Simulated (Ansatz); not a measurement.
`F[SiH](F)[Si](Cl)(Cl)Cl`, charge 0, multiplicity 1.

Give a relaxed structure at PBE0-D4/def2-TZVP (the Gaussian-basis code of Ansatz). (Best estimate.)

The calculation gave: 
Z-matrix (Å, degrees):
```
Si
F 1 1.586
Si 1 2.343 2 108.6
F 1 1.586 2 108.0 3 -117.6
H 1 1.478 2 108.7 3 124.6
Cl 3 2.038 1 109.1 2 61.8
Cl 3 2.038 1 109.0 2 -179.4
Cl 3 2.034 1 111.1 2 -58.8
```
Point group Cs.
